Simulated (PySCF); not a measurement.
Compound: C₅H₅FNO₃ (doublet state).
Z-matrix (Å and degrees, GFN2-xTB geometry), rows numbered from 1:
```
C 
C   1  1.5122
O   2  1.2103  1  124.07
N   2  1.3635  1  111.59  3   172.25
C   4  1.2918  2  129.15  1   129.99
C   5  1.3946  4  125.95  2   -10.66
F   6  1.3309  5  119.31  4   179.65
O   6  1.3322  5  123.41  4    -2.50
C   8  1.3627  6  124.20  5   152.05
O   9  1.1849  8  126.37  6    -0.31
H   1  1.0878  2  108.32  3  -102.03
H   1  1.0867  2  110.59  3   139.34
H   1  1.0859  2  109.43  3    17.20
H   5  1.0844  4  117.50  2   171.18
H   9  1.0974  8  106.57  6   179.89
```

The hyperfine couplings belong to this conformer and change with its torsions.

As a line formula: `CC(=O)/N=C\[C](F)OC=O` [radical].

Level of theory: UKS B3LYP, pcH-1 on C F H N O, non-relativistic, mean-field spin-orbit, GIAO in PySCF. Isolated species at its GFN2-xTB geometry (one conformer only). The geometry wasn't refined by DFT: couplings that depend on bond lengths, twists or pyramidal angles can differ widely from those at the functional's own minimum. The frame is twisted about the C2–N4 bond at this geometry (dihedral O3–C2–N4–C5 = -58°); couplings at other torsion angles weren't computed. Stability of the SCF solution: not tested.

(1) The isotropic 13C couplings are +61.6, -38.3, -13.2, +9.2, +6.2 MHz. Assign them to C1; C2; C5; C6; C9.

(2) Match the computed a_iso(17O) values -12.2, -5.5, -2.0 MHz with the sites O3; O8; O10.

## Answers

(1) 
```json
{"site": "C1", "a_iso (MHz)": "+6.2", "ρ(0) (bohr⁻³)": "+0.0055", "position": "2 bonds from N4", "distance from C6 (Å)": "4.12", "spin population": "+0.01", "largest |T| (MHz)": "3.1"}
{"site": "C2", "a_iso (MHz)": "-13.2", "ρ(0) (bohr⁻³)": "-0.0117", "position": "1 bond from N4", "distance from C6 (Å)": "2.98", "spin population": "-0.03", "largest |T| (MHz)": "4.7"}
{"site": "C5", "a_iso (MHz)": "-38.3", "ρ(0) (bohr⁻³)": "-0.0341", "position": "1 bond from N4", "distance from C6 (Å)": "1.39", "spin population": "-0.14", "largest |T| (MHz)": "17.2"}
{"site": "C6", "a_iso (MHz)": "+61.6", "ρ(0) (bohr⁻³)": "+0.0548", "position": "largest spin population", "distance from C6 (Å)": "0.00", "spin population": "+0.54", "largest |T| (MHz)": "108.5"}
{"site": "C9", "a_iso (MHz)": "+9.2", "ρ(0) (bohr⁻³)": "+0.0082", "position": "2 bonds from C6", "distance from C6 (Å)": "2.38", "spin population": "+0.01", "largest |T| (MHz)": "4.5"}
```

(2) 
| site | a_iso (MHz) | ρ(0) (bohr⁻³) | position | distance from C6 (Å) | spin population | largest \|T\| (MHz) |
| --- | --- | --- | --- | --- | --- | --- |
| O3 | -5.5 | +0.0090 | 2 bonds from N4 | 3.27 | +0.05 | 18.9 |
| O8 | -12.2 | +0.0202 | 1 bond from C6 | 1.33 | +0.02 | 19.9 |
| O10 | -2.0 | +0.0034 | 3 bonds from C6 | 2.82 | +0.03 | 10.8 |

ρ(0) is the spin density at the nucleus and T the dipolar tensor; entries for several nuclei are means. The largest Mulliken spin populations are on C6 (+0.54), N4 (+0.45) and C5 (-0.14). The positive populations add up to 1.17 and the negative ones to -0.17, together 2S = 1. The angles at C6 add up to 360.0°, so it is planar. Main spin sites, with 60 % or more of the largest population: N4, C6; positions count bonds from the nearest.

β density exceeds α density at some nuclei, such as C5 (-0.0341) and C2 (-0.0117), spin density in bohr⁻³. In a single determinant that takes different orbitals for the two spins, that is spin polarisation.

Class means assume fast exchange of nuclei equivalent by connectivity; if that motion is slow, each nucleus keeps its own coupling. The three 1H nuclei of mean +3.9 MHz run from -2.4 to 8.9 MHz in the frozen geometry.

C6, the radical centre as drawn in `CC(=O)/N=C\[C](F)OC=O`, holds a spin population of +0.54 out of 1.

Time: 54 s wall (grids of density and orbitals included); peak memory 1.1 GiB. Hardware: an AMD EPYC 9R45 with one thread (shared host).
